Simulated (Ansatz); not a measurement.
Problem. Name a neutral molecule of Al, B, C, O, Si and H with HOMO–LUMO gap (B3LYP/def2-TZVPP) between 5.10 and 5.40 eV and LUMO energy (ωB97M-V/def2-TZVPP) between 0.35 and 0.65 eV (Ansatz, PBE0-D4/def2-TZVP geometry).

Solution. `[OH][Al]([OH])[CH]1B[SiH2]1` (5.22 eV, 0.55 eV). Other molecules can fit too; these were computed, each in one conformer that needn't be the lowest.

B3LYP here is the variant with VWN-RPA as its local correlation; programs differ in this.
